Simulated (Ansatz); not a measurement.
Reaction (cleavage of the Sn–B bond): `F[SiH2][BH][SnH3]` + `C[SeH]` → `C[Se][SnH3]` + `B[SiH2]F`

Program: Ansatz. Geometries: PBE0-D4/def2-TZVP. ΔE: electronic, gas phase. CCSD(T)/CBS is the MP2 limit (def2-TZVPP, def2-QZVPP) plus CCSD(T) − MP2 in def2-TZVPP, frozen cores. DFT in def2-TZVPP. B3LYP here is the variant with VWN-RPA as its local correlation; programs differ in this. Elements past krypton have def2 core potentials. For Se, Sn outer-core shells are correlated without core-valence functions, which leaves a few kJ/mol of doubt a bond. Scalar relativity is left out up to krypton. Each species was taken in one conformer, which may not be the lowest.

```
         level  ΔE (kJ/mol)  difference from CCSD(T)/CBS
        PBE-D4        -64.1                          8.3
     revPBE-D4        -65.5                          6.9
        B97M-V        -65.4                          7.0
       PBE0-D4        -67.8                          4.6
      B3LYP-D4        -72.6                         -0.2
       ωB97M-V        -70.5                          1.9
           PBE        -63.5                          8.9
        revPBE        -64.8                          7.6
        r2SCAN        -69.0                          3.4
          PBE0        -67.3                          5.1
       r2SCAN0        -71.1                          1.3
     CAM-B3LYP        -69.9                          2.5
MP2/def2-TZVPP        -72.8                         -0.4
  HF/CBS(def2)        -84.0                        -11.6
 MP2/CBS(def2)        -80.6                         -8.2
CCSD/CBS(def2)        -73.0                         -0.6
   CCSD(T)/CBS        -72.4                            0
```

Largest T1 diagnostic among the species: 0.014.

At CCSD(T), def2-SVP lies +10.1 kJ/mol from the extrapolated value and def2-TZVPP +7.8 kJ/mol. From BLYP to BHLYP (50 % exact exchange), in def2-TZVPP and without D4, ΔE moves by −6.7 kJ/mol.
